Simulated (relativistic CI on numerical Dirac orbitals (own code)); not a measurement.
**Energy levels of Ce5+**

Computed by Dirac-Coulomb-Breit CI, orbitals from a KLI potential per configuration, QED by a radiative potential, valence Slater integrals scaled by 0.85, P86 correlation energy added to each configuration (own radial code, finite nucleus).

Configuration list (outside the closed core [Kr] 4d10): 5s2.5p5, 5s.5p6, 5s2.5p4.4f, 5s2.5p4.5d, 5s.5p5.5d, 5s2.5p3.4f.5d, 5s2.5p4.5f, 5s.5p5.4f, 5s2.5p4.5g, 5s2.5p4.6s, 5s.5p4.4f2, 5s2.5p4.6p, 5s.5p5.5f, 5p6.4f, 5s2.5p3.4f.6s, 5s.5p5.5g, 5s2.5p4.6d, 5s2.5p4.7s, 5s2.5p3.4f.5g, 5s2.5p3.5d.5f, 5p6.5d, 5s2.5p4.7p, 5p5.4f.5d, 5s.5p4.5d2, 5s.5p4.4f.5f, 5s.5p5.6s, 5s.5p4.5d.6s, 5s2.5p4.6f, 5s2.5p3.5d2, 5s2.5p2.4f.5d2, 5s2.5p2.5d3, 5s.5p3.5d3, 5s2.5p2.5d2.5f, 5s.5p3.4f.5d2, 5p5.5d2, 5p4.4f.5d2, 5p4.5d3, 5p4.5d2.5f. Double excitations out of closed p, d and f shells are left out; levels of such configurations are missing from the list, as are those of other unlisted configurations, and high levels can miss mixing partners. These lack a partner that the ground configuration has and come out too high: 5s2.5p4.5g, 5s2.5p4.6s, 5s2.5p4.6p, 5s.5p5.5f, 5s.5p5.5g.

The lowest level is 5s2.5p5 2P°_3/2, with 97 % of that term; Hund's rules for 5s2.5p5 give 2P° with J = 3/2, in agreement.

```
No.  Configuration  Term     J   E (eV)   %  Lifetime (s)      jj configuration (%)
  1        5s2.5p5   2P°   3/2   0.0000  97                            5p3/2^3 (97)
  2        5s2.5p5   2P°   1/2   3.1983  96      3.23e-03        5p1/2 5p3/2^4 (96)
  3     5s2.5p4.4f   4F°   5/2  12.4502  65      2.74e-01        5p3/2^2 4f5/2 (90)
  4     5s2.5p4.4f   4F°   7/2  12.4685  75      1.12e+00        5p3/2^2 4f5/2 (57)
  5     5s2.5p4.4f   4F°   9/2  12.6928  75      7.52e+00        5p3/2^2 4f7/2 (73)
  6     5s2.5p4.4f   4F°   3/2  12.7905  57      1.86e-01        5p3/2^2 4f5/2 (78)
  7     5s2.5p4.4f   4G°  11/2  13.4738  76      1.06e+00        5p3/2^2 4f7/2 (97)
  8     5s2.5p4.4f   2G°   9/2  13.5300  49      6.61e+00        5p3/2^2 4f5/2 (86)
  9     5s2.5p4.4f   4D°   1/2  13.5386  69      1.53e-03        5p3/2^2 4f5/2 (98)
 10     5s2.5p4.4f   2F°   5/2  13.9363  54      1.89e-03        5p3/2^2 4f7/2 (68)
 11     5s2.5p4.4f   4D°   3/2  13.9920  37      1.07e-03        5p3/2^2 4f7/2 (86)
 12     5s2.5p4.4f   2F°   7/2  14.1913  54      7.32e-04        5p3/2^2 4f7/2 (58)
 13     5s2.5p4.4f   4G°   5/2  14.9431  54      1.46e-03        5p3/2^2 4f5/2 (60)
 14     5s2.5p4.4f   2F°   7/2  15.0222  35      2.22e-02        5p3/2^2 4f7/2 (78)
 15     5s2.5p4.4f   2D°   3/2  15.3992  42      4.95e-03  5p1/2 5p3/2^3 4f5/2 (84)
 16     5s2.5p4.4f   4D°   5/2  15.9944  38      2.84e-03  5p1/2 5p3/2^3 4f5/2 (47)
 17     5s2.5p4.4f   4G°   9/2  16.0094  54      4.74e-03  5p1/2 5p3/2^3 4f7/2 (90)
 18     5s2.5p4.4f   4G°   7/2  16.3529  37      5.34e-04  5p1/2 5p3/2^3 4f5/2 (88)
 19     5s2.5p4.4f   2G°   7/2  16.7678  46      3.44e-03  5p1/2 5p3/2^3 4f7/2 (94)
 20     5s2.5p4.4f   2P°   1/2  16.7915  68      2.50e-04  5p1/2 5p3/2^3 4f5/2 (97)
 21     5s2.5p4.4f   2H°   9/2  16.7936  69      6.40e-03  5p1/2 5p3/2^3 4f5/2 (96)
 22     5s2.5p4.4f   2D°   5/2  16.8216  70      2.32e-03  5p1/2 5p3/2^3 4f7/2 (75)
 23     5s2.5p4.4f   2P°   3/2  16.8712  58      4.09e-04  5p1/2 5p3/2^3 4f7/2 (50)
 24     5s2.5p4.4f   2H°  11/2  16.9890  76      5.93e-03  5p1/2 5p3/2^3 4f7/2 (97)
 25     5s2.5p4.4f   2D°   5/2  17.5339  66      2.35e-04  5p1/2 5p3/2^3 4f5/2 (56)
 26     5s2.5p4.4f   2F°   7/2  17.7225  78      1.45e-03  5p1/2 5p3/2^3 4f7/2 (53)
 27     5s2.5p4.4f   2G°   7/2  18.0907  84      1.34e-03  5p1/2 5p3/2^3 4f5/2 (69)
 28     5s2.5p4.4f   2D°   3/2  18.3473  91      1.89e-04  5p1/2 5p3/2^3 4f5/2 (50)
 29     5s2.5p4.4f   2F°   5/2  18.3797  93      4.42e-04  5p1/2 5p3/2^3 4f5/2 (47)
 30     5s2.5p4.4f   2G°   9/2  18.4059  91      3.84e-03  5p1/2 5p3/2^3 4f7/2 (90)
```

Energies count from the lowest computed level; ° marks odd parity; lifetimes are radiative, by E1, M1, E2 decay to levels of this space only. Filled j subshells are mostly left out of the jj labels.

The mean weight of the leading LS term, summed over parents, in these 30 levels is 65 %, and that of the leading jj configuration (from the same eigenvectors) 77 %, so jj coupling describes them better and the LS labels are nominal.

At this charge configurations can still be misplaced by up to about 7 % of their energy. Levels and lines within the n = 5 or 6 shells can be off by up to 10 % or somewhat more, and those that change n by about 2 %, since core polarisation is missing. 1 of the 1 excited levels that our extract of the measured tables holds in this range could be paired (the sources list more); they are missed by 1708 cm⁻¹ on average and 1708 at most, and levels without a partner can miss by more. Some levels of the ground configuration have no partner and can miss by 10 % or more. Levels that differ in their count of f electrons can be misplaced by several ten thousand cm⁻¹, since the correlation energy of f electrons is missing or only estimated; rates across such gaps can be off by orders of magnitude.

LS names give the leading component of a level, which can be under half, so a name can repeat, a term be missing and a line seem to break the LS rules.
